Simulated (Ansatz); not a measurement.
C3H7NSi, SMILES `C=C[SiH2]C=N`, relaxed with RKS PBE-D4/def2-SVP in the Gaussian-basis code of Ansatz from a rough embedded geometry. The force threshold is 0.03 eV/Å; the program also tests the step.

Charge 0, multiplicity 1.

Start:

```xyz
12

C    -1.763    1.220    1.154
C    -0.971    0.721    0.187
Si    0.726    0.034    0.397
C     1.229   -1.229   -0.855
N     0.809   -1.082   -2.142
H    -1.421    1.384    2.177
H    -2.726    1.655    0.904
H    -1.309    0.643   -0.794
H     1.662    1.153    0.540
H     0.735   -0.665    1.755
H     1.866   -2.007   -0.628
H     1.163   -1.826   -2.697
```

```
        step  energy (eV)  largest force (eV/Å)  largest move (Å)
           1  -12574.4838                 5.804             0.000
           2  -12574.8884                 2.005             0.195
           3  -12575.0357                 1.138             0.164
4 (rejected)  -12574.9748                 1.092             0.200
           5  -12575.0861                 0.566             0.100
           6  -12575.1063                 0.135             0.100
           7  -12575.1096                 0.062             0.057
           8  -12575.1110                 0.021             0.056
           9  -12575.1114                 0.080             0.057
          10  -12575.1118                 0.082             0.017
          11  -12575.1125                 0.022             0.045
          12  -12575.1128                 0.029             0.045
          13  -12575.1130                 0.060             0.049
          14  -12575.1131                 0.057             0.019
          15  -12575.1133                 0.030             0.005
```

End:

```xyz
12

C    -1.803    1.115    1.059
C    -0.853    0.888    0.130
Si    0.808    0.105    0.493
C     1.212   -1.191   -0.851
N     0.476   -1.233   -1.905
H    -1.659    0.850    2.122
H    -2.775    1.571    0.802
H    -1.060    1.152   -0.924
H     1.932    1.115    0.473
H     0.810   -0.542    1.855
H     2.094   -1.867   -0.695
H     0.819   -1.964   -2.559
```

It took 17 s on 4 threads of an Arm Neoverse V1 on a shared host, with 0.15 GiB of host memory at the peak.
